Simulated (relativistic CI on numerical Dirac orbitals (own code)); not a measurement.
# One change at a time: Nd31+

Base calculation: Dirac-Coulomb-Breit CI, orbitals from a KLI potential per configuration, model QED (radiative potential, 1s self-energy scaled to tabulated hydrogen-like ionisation energies), unscaled Slater integrals.

Configurations in the expansion (outside the closed core [Ar]): 3d10 4s, 3d10 4p, 3d10 4d, 3d10 4f, 3d10 5s, 3d10 5p, 3d10 5d, 3d10 5f, 3d10 5g, 3d10 6s, 3d10 6p, 3d10 6d, 3d9 4s2, 3d10 6f, 3d10 7s, 3d9 4s 4p, 3d10 8s, 3d9 4s 4d, 3d9 4s 4f, 3d9 4s 5s, 3d9 4s 5p, 3d9 4s 5d, 3d9 4s 5f. Double excitations out of closed p, d and f shells are left out; levels of such configurations are missing from the list, as are those of other unlisted configurations, and high levels can miss mixing partners.

Variants: (1) P86 correlation estimate; (2) QED terms removed. Shifts of the energy above 3d10 4s 2S_1/2, in eV, for the lowest level and the first level of each name with at least 55 % of one term (blank where a level changes its place among those of its configuration and J or its character, or is not in the variant):

```tsv
Level	Base	Δ(1)	Δ(2)
3d10 4s 2S_1/2	0.000	0.000	0.000
3d10 4p 2P°_1/2	65.409	+0.081	+0.554
3d10 4p 2P°_3/2	98.211	+0.081	+0.505
3d10 4d 2D_3/2	203.582	+0.127	+0.581
3d10 4d 2D_5/2	210.320	+0.127	+0.562
3d10 4f 2F°_5/2	322.915	+0.316	+0.568
3d10 4f 2F°_7/2	324.140	+0.316	+0.562
3d10 5s 2S_1/2	506.694	-0.297	+0.299
3d10 5p 2P°_1/2	537.901	-0.264	+0.552
3d10 5p 2P°_3/2	552.924	-0.264	+0.529
3d10 5d 2D_3/2	602.110	-0.267	+0.565
3d10 5d 2D_5/2	605.307	-0.267	+0.556
3d10 5f 2F°_5/2	654.665	+0.284	+0.559
3d10 5f 2F°_7/2	655.434	+0.284	+0.556
```

At this charge energies of transitions that change n are usually good to better than 1 %, and those within a shell (Δn = 0) to a few per cent.

Ionisation energy from the two ground configurations alone: base 1236.79 eV; P86 correlation estimate 1237.05 eV; QED terms removed 1237.34 eV. The NIST ASD value (semi-empirical) is 1238.42 eV.

LS names give the leading component of a level, which can be under half, so a name can repeat, a term be missing and a line seem to break the LS rules.
